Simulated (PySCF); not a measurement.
Working out the ionisation energy of N²⁺

N²⁺ [He] 2s2 2p1 (2P) → N³⁺ [He] 2s2 (1S). Computed with PySCF 2.14 in dyall-av3z (15s9p3d2f, 71 functions), with scalar relativity by spin-free X2C-1e. Frozen: 1s2; the 14 highest virtual orbitals dropped. Energies in hartree (1 hartree = 27.21139 eV):

```
            part  N²⁺ (lower)  N³⁺ (upper)
             UHF   -52.850180   -51.112119
CCSD correlation    -0.085604    -0.087647
             (T)    -0.001069     0.000000
```

Task: What does Hartree-Fock give?

Result: (-51.112119) − (-52.850180) = 1.738061 hartree = 47.295 eV.

Task: What do CCSD and CCSD(T) give?

Result: The CCSD correlation energies differ by -0.002043 hartree = -0.056 eV and the triples by 0.001069 hartree = 0.029 eV, so CCSD gives 47.239 eV and CCSD(T) 47.268 eV.

A first-order spin-orbit estimate adds 0.015 eV to CCSD(T) (valence), giving 47.283 eV against 47.445 eV (semi-empirical (NIST evaluation); NIST Atomic Spectra Database, ionization energies).

The coupled-cluster amplitudes are large, so a single reference is strained.

What remains against the reference includes basis incompleteness, the frozen core and higher excitations.
